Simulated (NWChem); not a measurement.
Molecule: BeHI; SMILES [BeH][I]

Program: NWChem. Geometry: optimised at PBE0-D3(BJ)/def2-TZVP. def2 effective core potentials on I; no spin-orbit coupling. Level: PBE0/def2-SVPD; the question gives the wavelength of the field.

What does the run give for field 1065 nm? Quantities: isotropic polarisability (bohr³); anisotropy (bohr³).


```json
{
 "isotropic polarisability (bohr³)": "52.5",
 "anisotropy (bohr³)": "17.5"
}
```
